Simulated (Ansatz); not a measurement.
```xyz
8

C    -0.656    0.696   -1.081
S     1.021    0.795   -0.380
Ga    0.907   -0.690    1.195
Cl    2.570   -1.102    2.450
Cl   -0.891   -1.788    1.533
H    -1.410    0.960   -0.342
H    -0.860   -0.294   -1.483
H    -0.681    1.424   -1.892
```

Charge 0, multiplicity 1.

List the ωB97M-V/def2-TZVPP orbital energies in eV (Ansatz 0.2.0). (Estimate.)

Computed: Occupied: -10155.09, -2772.04, -2772.00, -2427.31, -1258.52, -1112.71, -1112.62, -1112.60, -282.63, -262.42, -262.38, -221.26, -199.89, -199.85, -199.78, -199.76, -199.74, -199.72, -164.37, -164.29, -164.19, -155.96, -108.43, -108.24, -108.21, -27.72, -27.66, -27.48, -27.43, -27.40, -25.56, -25.09, -24.75, -20.83, -15.85, -15.00, -14.83, -13.47, -12.75, -12.25, -12.10, -11.67, -11.47, -10.88, -9.86. Lowest empty: 0.53, 0.58, 1.89, 3.26, 3.80, 4.12, 4.36, 4.47.
